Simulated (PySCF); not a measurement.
## Si5H9(+)

The system: Si5H9(+), a small molecule; charge +1, singlet. The structure was relaxed in the gas phase by PBE0-D3(BJ)/def2-SVP. No frequency run checks that it is a minimum.

SMILES: [SiH]1[SiH2][SiH2][SiH2][SiH2]1 (charge +1)

```xyz
14

Si    1.899   -0.699    0.134
Si    1.044    1.491    0.362
Si   -0.952    1.317   -0.885
Si   -1.947   -0.581    0.106
Si   -0.063   -1.943    0.378
H     3.041   -1.240    0.918
H     2.023   -0.991   -1.339
H     0.741    1.729    1.803
H     2.021    2.470   -0.189
H    -1.852    2.496   -0.753
H    -0.639    0.981   -2.304
H    -3.102   -1.310   -0.480
H    -2.115   -0.326    1.581
H    -0.110   -3.405    0.679
```
Atoms count from 1 in this order.

Shieldings: GIAO PBE0/pcSseg-1. Shifts are against computed references at the same level: H TMS (σ 31.27 ppm), Si TMS (σ 352.0 ppm). Core levels by delta-SCF with SCAN, pcX-2 on the ionised atom and pcseg-1 elsewhere, spin-free X2C (2p3/2 is the spin-free 2p value less a third of a first-order spin-orbit splitting); from the vacuum level, for chosen atoms.

Problem. Give the NMR and core-level values of the distinct atoms.

Solution. 
```json
{"atoms": "Si1 Si4", "bonded to": "2 Si + 2 H", "σ (ppm)": "417.1", "δ (ppm)": "-65.1", "core level (eV)": "2p3/2 110.83"}
{"atoms": "Si2", "bonded to": "2 Si + 2 H", "σ (ppm)": "464.2", "δ (ppm)": "-112.3", "core level (eV)": "2p3/2 110.33"}
{"atoms": "Si3", "bonded to": "2 Si + 2 H", "σ (ppm)": "464.8", "δ (ppm)": "-112.8", "core level (eV)": "2p3/2 110.34"}
{"atoms": "Si5", "bonded to": "2 Si + 1 H", "σ (ppm)": "-380.3", "δ (ppm)": "732.3", "core level (eV)": "-"}
{"atoms": "H6", "bonded to": "1 Si", "σ (ppm)": "26.34", "δ (ppm)": "4.92", "core level (eV)": "-"}
{"atoms": "H7", "bonded to": "1 Si", "σ (ppm)": "27.16", "δ (ppm)": "4.11", "core level (eV)": "-"}
{"atoms": "H8", "bonded to": "1 Si", "σ (ppm)": "27.14", "δ (ppm)": "4.13", "core level (eV)": "-"}
{"atoms": "H9", "bonded to": "1 Si", "σ (ppm)": "26.49", "δ (ppm)": "4.78", "core level (eV)": "-"}
{"atoms": "H10", "bonded to": "1 Si", "σ (ppm)": "26.50", "δ (ppm)": "4.76", "core level (eV)": "-"}
{"atoms": "H11", "bonded to": "1 Si", "σ (ppm)": "27.12", "δ (ppm)": "4.14", "core level (eV)": "-"}
{"atoms": "H12", "bonded to": "1 Si", "σ (ppm)": "26.37", "δ (ppm)": "4.90", "core level (eV)": "-"}
{"atoms": "H13", "bonded to": "1 Si", "σ (ppm)": "27.18", "δ (ppm)": "4.09", "core level (eV)": "-"}
{"atoms": "H14", "bonded to": "1 Si", "σ (ppm)": "18.31", "δ (ppm)": "12.96", "core level (eV)": "-"}
```

Values are those of this one static structure; atoms that internal rotation interchanges would show their mean in an NMR spectrum.

Core levels of Si5 are left out, their hole states being strongly spin-contaminated.

Problem. By CAM-B3LYP/def2-SVPD (TDDFT singlets, Tamm-Dancoff triplets, ionisation by delta-SCF), where does absorption start, and what does vertical ionisation take?

Solution. The first singlet with intensity lies at 3.96 eV (f 0.019); what lies below it is dark. The lowest singlet lies at 2.80 eV (f 0.001), the strongest of the first 6 at 3.96 eV (f 0.019), the lowest triplet at 2.22 eV; vertical ionisation takes 13.87 eV.
